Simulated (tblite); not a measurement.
A geometry optimisation, step by step.

C6H6BBr.
SMILES with atom numbers: `[Br:1][C:2]1=[CH:3][CH:4]=[CH:5][CH:6]=[CH:7][BH:8]1` (hydrogens: H9 on C3; H10 on C4; H11 on C5; H12 on C6; H13 on C7; H14 on B8)

Computed with GFN2-xTB (tblite), gas phase: L-BFGS steps from a force-field or distance-geometry start until the largest atomic force falls under 0.01 eV/Å. 9 of its 58 geometries are shown.

Step 0: E = -575.4504 eV, largest atomic force 2.221 eV/Å
```
atom  x, y, z in Å  |  force x, y, z in eV/Å
Br1     3.277    1.311   -0.205    0.059  -0.098  -0.092
C2      1.522    0.553   -0.011   -0.967   0.753   0.529
C3      1.414   -0.780   -0.101   -1.133  -1.355   0.282
C4      0.201   -1.590    0.130    1.929   0.369  -0.207
C5     -1.091   -1.245    0.102   -1.266   1.707  -0.645
C6     -1.689    0.074   -0.207    0.177  -1.774   0.499
C7     -1.109    1.273   -0.088    1.501   0.411   0.654
B8      0.377    1.551    0.307   -0.253   0.307  -1.060
H9      2.317   -1.343   -0.288    0.022  -0.315  -0.005
H10     0.397   -2.650    0.316    0.167   0.343  -0.107
H11    -1.812   -2.043    0.235   -0.038   0.104   0.016
H12    -2.743    0.062   -0.447   -0.138  -0.324  -0.055
H13    -1.731    2.147   -0.234   -0.060  -0.058  -0.129
H14     0.670    2.678    0.469    0.001  -0.070   0.320
```

Step 7: E = -575.7153 eV, largest atomic force 0.233 eV/Å
```
atom  x, y, z in Å  |  force x, y, z in eV/Å
Br1     3.245    1.266   -0.212    0.229   0.009  -0.042
C2      1.478    0.562    0.011   -0.182   0.003  -0.038
C3      1.386   -0.794   -0.078   -0.040   0.003   0.020
C4      0.223   -1.571    0.118   -0.015   0.010   0.014
C5     -1.093   -1.212    0.077    0.045  -0.038   0.015
C6     -1.675    0.051   -0.176    0.079   0.046   0.016
C7     -1.072    1.267   -0.069    0.049  -0.016  -0.059
B8      0.381    1.603    0.224    0.008   0.064   0.070
H9      2.289   -1.367   -0.261    0.018   0.008   0.106
H10     0.417   -2.623    0.288    0.025  -0.063  -0.077
H11    -1.803   -2.017    0.216   -0.053  -0.076  -0.056
H12    -2.730    0.018   -0.425   -0.041  -0.003   0.091
H13    -1.726    2.112   -0.240   -0.111   0.082  -0.025
H14     0.678    2.703    0.506   -0.010  -0.027  -0.033
```

Step 14: E = -575.7332 eV, largest atomic force 0.134 eV/Å
```
atom  x, y, z in Å  |  force x, y, z in eV/Å
Br1     3.277    1.234   -0.229   -0.131  -0.015   0.021
C2      1.467    0.571    0.000    0.043   0.046  -0.002
C3      1.374   -0.787   -0.056    0.057   0.030   0.030
C4      0.221   -1.582    0.113    0.030   0.063  -0.058
C5     -1.094   -1.220    0.069    0.064  -0.001   0.028
C6     -1.665    0.053   -0.155   -0.024  -0.013  -0.002
C7     -1.074    1.277   -0.080    0.099  -0.029   0.002
B8      0.379    1.625    0.206    0.089  -0.011   0.018
H9      2.289   -1.352   -0.192    0.036  -0.036   0.040
H10     0.428   -2.638    0.239   -0.033  -0.027  -0.013
H11    -1.808   -2.026    0.176   -0.049  -0.055  -0.032
H12    -2.727    0.018   -0.363   -0.130   0.012   0.024
H13    -1.748    2.108   -0.254   -0.034   0.058   0.015
H14     0.681    2.720    0.502   -0.017  -0.022  -0.072
```

Step 21: E = -575.7441 eV, largest atomic force 0.083 eV/Å
```
atom  x, y, z in Å  |  force x, y, z in eV/Å
Br1     3.271    1.233   -0.230    0.013   0.034   0.042
C2      1.472    0.570    0.004    0.075   0.012   0.015
C3      1.388   -0.791   -0.026   -0.040   0.022  -0.002
C4      0.223   -1.577    0.091    0.000  -0.027   0.032
C5     -1.097   -1.220    0.055    0.014  -0.001  -0.057
C6     -1.680    0.052   -0.132    0.021   0.001   0.013
C7     -1.071    1.271   -0.084   -0.031   0.025   0.072
B8      0.384    1.624    0.185    0.019  -0.026  -0.072
H9      2.313   -1.356   -0.111   -0.083   0.002  -0.006
H10     0.418   -2.637    0.186    0.006  -0.048  -0.001
H11    -1.804   -2.040    0.124    0.013   0.016  -0.002
H12    -2.756    0.032   -0.289    0.039  -0.025   0.003
H13    -1.742    2.108   -0.241   -0.047   0.047   0.018
H14     0.679    2.730    0.445    0.000  -0.030  -0.055
```

Step 28: E = -575.7535 eV, largest atomic force 0.154 eV/Å
```
atom  x, y, z in Å  |  force x, y, z in eV/Å
Br1     3.277    1.252   -0.187    0.025  -0.061   0.046
C2      1.482    0.570    0.008    0.029  -0.055  -0.005
C3      1.394   -0.791    0.006   -0.031  -0.078  -0.075
C4      0.227   -1.579    0.073   -0.056  -0.022   0.050
C5     -1.092   -1.220    0.028   -0.073   0.015  -0.014
C6     -1.684    0.057   -0.105   -0.036  -0.046   0.003
C7     -1.079    1.279   -0.061   -0.084  -0.030  -0.029
B8      0.389    1.621    0.132   -0.075   0.003   0.003
H9      2.308   -1.375   -0.047    0.062   0.070   0.002
H10     0.413   -2.646    0.143    0.028   0.050  -0.002
H11    -1.800   -2.044    0.065    0.053   0.055  -0.005
H12    -2.766    0.025   -0.223    0.088   0.025  -0.001
H13    -1.757    2.121   -0.187    0.019  -0.068   0.059
H14     0.688    2.732    0.333    0.050   0.142  -0.030
```

Step 36: E = -575.7689 eV, largest atomic force 0.080 eV/Å
```
atom  x, y, z in Å  |  force x, y, z in eV/Å
Br1     3.293    1.222   -0.058    0.041  -0.003   0.017
C2      1.479    0.567    0.008    0.015   0.018  -0.010
C3      1.393   -0.795    0.029   -0.013   0.002   0.066
C4      0.227   -1.584    0.047   -0.018  -0.006  -0.078
C5     -1.090   -1.221   -0.018   -0.035  -0.014   0.012
C6     -1.689    0.056   -0.063    0.000  -0.030   0.013
C7     -1.089    1.282   -0.018   -0.028  -0.014  -0.003
B8      0.390    1.634    0.040   -0.054   0.015  -0.020
H9      2.319   -1.363    0.044   -0.004  -0.011  -0.024
H10     0.416   -2.651    0.083    0.007   0.018   0.006
H11    -1.795   -2.046   -0.035    0.005   0.001   0.021
H12    -2.775    0.026   -0.124    0.041   0.013   0.002
H13    -1.791    2.112   -0.043    0.064  -0.002  -0.004
H14     0.710    2.761    0.086   -0.023   0.015   0.001
```

Step 43: E = -575.7709 eV, largest atomic force 0.024 eV/Å
```
atom  x, y, z in Å  |  force x, y, z in eV/Å
Br1     3.303    1.214   -0.030    0.002   0.007   0.019
C2      1.482    0.571    0.010   -0.001   0.011  -0.002
C3      1.389   -0.791    0.039    0.003   0.002  -0.004
C4      0.225   -1.582    0.032   -0.001  -0.002  -0.004
C5     -1.094   -1.226   -0.026   -0.005   0.008   0.013
C6     -1.690    0.053   -0.051   -0.002   0.006  -0.008
C7     -1.087    1.277   -0.015    0.005   0.009   0.008
B8      0.391    1.636    0.018   -0.010   0.019  -0.005
H9      2.313   -1.360    0.064    0.012  -0.016  -0.009
H10     0.419   -2.648    0.063    0.002  -0.011  -0.010
H11    -1.796   -2.052   -0.048    0.001   0.007   0.010
H12    -2.775    0.028   -0.097   -0.009   0.001   0.009
H13    -1.782    2.112   -0.023    0.005  -0.017  -0.015
H14     0.700    2.768    0.041   -0.002  -0.024  -0.003
```

Step 50: E = -575.7717 eV, largest atomic force 0.043 eV/Å
```
atom  x, y, z in Å  |  force x, y, z in eV/Å
Br1     3.305    1.218    0.011   -0.015  -0.004   0.003
C2      1.484    0.572    0.012   -0.006  -0.019   0.023
C3      1.391   -0.791    0.036    0.001  -0.003  -0.003
C4      0.226   -1.582    0.023    0.007   0.007  -0.021
C5     -1.094   -1.224   -0.021    0.012  -0.023  -0.010
C6     -1.692    0.053   -0.043    0.013   0.003   0.035
C7     -1.086    1.275   -0.016    0.007   0.013  -0.034
B8      0.390    1.635    0.004    0.034  -0.001   0.002
H9      2.313   -1.365    0.063    0.003   0.021  -0.008
H10     0.420   -2.648    0.039   -0.006   0.014   0.007
H11    -1.796   -2.049   -0.041   -0.020  -0.029   0.008
H12    -2.777    0.030   -0.072   -0.011  -0.011  -0.004
H13    -1.781    2.109   -0.027   -0.023   0.036   0.002
H14     0.697    2.767    0.011    0.005  -0.005  -0.001
```

Step 57: E = -575.7726 eV, largest atomic force 0.009 eV/Å
```
atom  x, y, z in Å  |  force x, y, z in eV/Å
Br1     3.302    1.218    0.050   -0.001   0.000   0.000
C2      1.483    0.571    0.021   -0.003  -0.003   0.000
C3      1.391   -0.792    0.027   -0.001   0.001   0.004
C4      0.226   -1.582    0.010    0.004  -0.002   0.003
C5     -1.094   -1.224   -0.015    0.006  -0.005   0.002
C6     -1.691    0.054   -0.032   -0.001  -0.004  -0.004
C7     -1.087    1.277   -0.027    0.000  -0.005  -0.001
B8      0.391    1.635   -0.004    0.005  -0.001   0.003
H9      2.314   -1.363    0.050   -0.005   0.005  -0.005
H10     0.419   -2.649    0.020    0.002   0.000   0.001
H11    -1.796   -2.051   -0.021   -0.005   0.003  -0.004
H12    -2.777    0.028   -0.053   -0.006   0.001   0.004
H13    -1.782    2.111   -0.042    0.001   0.005  -0.002
H14     0.700    2.766   -0.004    0.003   0.004  -0.001
```

Task: Summarise the path.

Result: The energy falls by 0.3222 eV from step 0 to step 57; nine tenths of that is first reached at step 19. It falls at every step. The largest force goes from 2.221 to 0.009 eV/Å. Among the bonds C5–C6 changes most (a near tie, within 0.001 Å, with another), from 1.480 to 1.411 Å; the atoms move by 0.262 Å rms after alignment.

Task: Follow the three bonds and two angles with the largest change from start to end.

Result: 
| step | E above end (eV) | largest force (eV/Å) | C5–C6 (Å) | C3–C4 (Å) | C7–B8 (Å) | C3–C2–B8 (°) | Br1–C2–C3 (°) |
| --- | --- | --- | --- | --- | --- | --- | --- |
| 0 | 0.3222 | 2.221 | 1.480 | 1.477 | 1.562 | 126.4 | 117.3 |
| 2 | 0.1266 | 0.639 | 1.421 | 1.421 | 1.525 | 127.5 | 116.3 |
| 5 | 0.0663 | 0.202 | 1.414 | 1.414 | 1.517 | 130.2 | 114.9 |
| 7 | 0.0573 | 0.233 | 1.413 | 1.413 | 1.520 | 129.7 | 114.9 |
| 10 | 0.0468 | 0.125 | 1.415 | 1.411 | 1.524 | 130.1 | 114.0 |
| 12 | 0.0435 | 0.113 | 1.414 | 1.411 | 1.522 | 130.4 | 113.7 |
| 15 | 0.0372 | 0.119 | 1.413 | 1.411 | 1.522 | 129.9 | 113.4 |
| 17 | 0.0345 | 0.092 | 1.414 | 1.411 | 1.522 | 129.9 | 113.3 |
| 20 | 0.0298 | 0.091 | 1.414 | 1.410 | 1.521 | 130.4 | 113.3 |
| 22 | 0.0271 | 0.096 | 1.412 | 1.410 | 1.521 | 130.3 | 113.6 |
| 25 | 0.0232 | 0.079 | 1.412 | 1.410 | 1.521 | 129.8 | 114.4 |
| 27 | 0.0211 | 0.111 | 1.413 | 1.410 | 1.520 | 129.9 | 114.4 |
| 30 | 0.0125 | 0.189 | 1.413 | 1.411 | 1.520 | 130.6 | 114.0 |
| 32 | 0.0080 | 0.096 | 1.411 | 1.410 | 1.521 | 130.8 | 113.8 |
| 35 | 0.0045 | 0.096 | 1.411 | 1.408 | 1.522 | 130.8 | 113.6 |
| 37 | 0.0030 | 0.054 | 1.412 | 1.408 | 1.521 | 130.8 | 113.4 |
| 40 | 0.0021 | 0.036 | 1.410 | 1.408 | 1.520 | 130.5 | 113.3 |
| 42 | 0.0019 | 0.028 | 1.411 | 1.408 | 1.521 | 130.5 | 113.3 |
| 45 | 0.0015 | 0.024 | 1.411 | 1.408 | 1.521 | 130.3 | 113.4 |
| 47 | 0.0014 | 0.023 | 1.411 | 1.409 | 1.520 | 130.3 | 113.5 |
| 50 | 0.0009 | 0.043 | 1.410 | 1.408 | 1.520 | 130.3 | 113.4 |
| 52 | 0.0004 | 0.035 | 1.410 | 1.408 | 1.521 | 130.4 | 113.4 |
| 55 | 0.0000 | 0.014 | 1.411 | 1.408 | 1.521 | 130.4 | 113.4 |
| 57 | 0.0000 | 0.009 | 1.411 | 1.408 | 1.521 | 130.4 | 113.4 |

The cost below is that of the whole relaxation. The run took 0.4 s on an Arm Neoverse V1 with one thread (shared host).
